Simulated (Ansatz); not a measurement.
CH5B (SMILES BC) moved off its minimum; all values from Ansatz (a quantum-chemistry and plane-wave program), cores frozen in correlated methods.
(charge 0, multiplicity 1)
```xyz
7

B     -0.53873    -0.81242    -0.05765
H      0.00455    -1.60253     0.81371
H     -1.63062    -0.79905    -0.48292
C      0.36085     0.54553    -0.16823
H     -0.00013     1.15978     0.69502
H      0.03272     1.17549    -1.13865
H      1.51227     0.45024    -0.03058
```

```json
[
 {"level": "HF/def2-TZVPP", "largest force (eV/Å)": "3.79", "on atom": "B1", "rms difference from CCSD(T)/cc-pVTZ (eV/Å)": "0.172", "dipole (D)": "0.29"},
 {"level": "PBE/def2-TZVPP", "largest force (eV/Å)": "3.68", "on atom": "B1", "rms difference from CCSD(T)/cc-pVTZ (eV/Å)": "0.150", "dipole (D)": "0.48"},
 {"level": "r2SCAN/def2-TZVPP", "largest force (eV/Å)": "3.75", "on atom": "B1", "rms difference from CCSD(T)/cc-pVTZ (eV/Å)": "0.086", "dipole (D)": "0.44"},
 {"level": "B3LYP/def2-TZVPP", "largest force (eV/Å)": "3.66", "on atom": "B1", "rms difference from CCSD(T)/cc-pVTZ (eV/Å)": "0.060", "dipole (D)": "0.39"},
 {"level": "wB97M-V/def2-TZVPP", "largest force (eV/Å)": "3.68", "on atom": "B1", "rms difference from CCSD(T)/cc-pVTZ (eV/Å)": "0.069", "dipole (D)": "0.39"},
 {"level": "MP2/cc-pVTZ", "largest force (eV/Å)": "3.70", "on atom": "B1", "rms difference from CCSD(T)/cc-pVTZ (eV/Å)": "0.071", "dipole (D)": "0.34"},
 {"level": "CCSD(T)/cc-pVTZ", "largest force (eV/Å)": "3.62", "on atom": "B1", "rms difference from CCSD(T)/cc-pVTZ (eV/Å)": "0.000", "dipole (D)": "0.34"}
]
```

The differences count from one level among others, with limits of its own. Forces at CCSD(T)/cc-pVTZ (eV/Å):

```csv
atom,Fx,Fy,Fz
B1,2.587,1.021,2.314
H2,-1.216,0.468,-1.516
H3,-0.367,-0.503,-0.281
C4,-0.224,0.450,-1.777
H5,0.116,-0.342,-0.351
H6,1.155,-1.222,2.091
H7,-2.051,0.127,-0.481
```
